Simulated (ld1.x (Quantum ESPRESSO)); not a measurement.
**Before and after: TM semilocal potential for gold (Au)**

```
Element                 : Au (Z = 79)
Generator               : ld1.x (Quantum ESPRESSO) 7.5
Type                    : norm-conserving Troullier–Martins (semilocal form)
Functional              : LDA (PZ)
Relativity              : scalar-relativistic
Frozen core             : [Kr] 4d10 4f14 5s2
Valence charge          : 17
Reference configuration : 5p6 5d10 6s0.5 6p0 (charge +0.5)
Partial waves           : 6s (bound): rc 1.80 bohr; 5p (bound): rc 1.20 bohr; 5f channel at 0.05 Ry: rc 1.60 bohr; 5d (bound): rc 1.40 bohr
Local potential         : the d channel
Core correction         : a·sin(br)/r model core, default radius (core density twice the valence density)
```

Change: wave 6s (bound): rc 1.80 bohr becomes 6s (bound): rc 1.50 bohr.

Cutoffs: the cutoffs (Ry, on a coarse ladder) from which the occupation-weighted sum of valence levels, in a spherical-Bessel basis at the reference potential, stays within 10 and 1 mRy of its value at 400 Ry; they do not see the model core or the augmentation charge, which bear on the density cutoff. Errors are all-electron minus pseudo energies relative to the spin-unpolarised reference configuration.

Task: How do hardness, ghosts and transferability respond?

Result: The potential gets neither clearly harder nor softer (140 Ry and 200 Ry → 140 Ry and 200 Ry); a bound ghost appears in s, which as a rule spoils a file; of the 9 tests that both files solve, the error grows in 7 and shrinks in 0 by more than 15 % and 0.3 meV (median size 3.6 → 8.3 meV). That the errors move this way runs against the usual rule that smaller radii transfer better. A semilocal file is local in each channel, so a ghost entry of none says nothing of the separable form that plane-wave codes build from it.

| quantity | base | changed |
| --- | --- | --- |
| cutoff, loose | 140 Ry | 140 Ry |
| cutoff, tight | 200 Ry | 200 Ry |
| loose cutoff by channel (10 mRy a level) | s 21 Ry, p 70 Ry, d 35 Ry | s 80 Ry, p 70 Ry, d 35 Ry |
| bound ghosts | none | s |
| error for 5p6 5d10 6s1 6p0, meV [ΔE -3.95 eV] | +0.5 | +1.3 |
| error for 5p6 5d10 6s0 6p0, meV [ΔE 5.83 eV] | -3.6 | -5.3 |
| error for 5p6 5d9 6s0 6p0, meV [ΔE 27.33 eV] | -3.9 | -8.3 |
| error for 5p5 5d10 6s1 6p0, meV [ΔE 62.45 eV] | -115 | +104 |
| error for 5p6 5d9 6s1 6p0, meV [ΔE 8.43 eV] | +0.9 | +23 |
| error for 5p6 5d10 6s0 6p1, meV [ΔE 1.45 eV] | +25 | +23 |
| error for 5p6 5d9 6s2 6p0, meV [ΔE -2.35 eV] | -12 | -27 |
| error for 5p6 5d10 6s0.5 6p0 (spin-polarised), meV [ΔE -0.04 eV] | -0.1 | +0.4 |
| error for 5p6 5d10 6s1 6p0 (spin-polarised), meV [ΔE -4.08 eV] | +0.7 | +3.8 |

 A true bound ghost makes a file unfit for plane-wave use even where its test errors are small: the radial tests pick states by their node count and pass the ghost by.
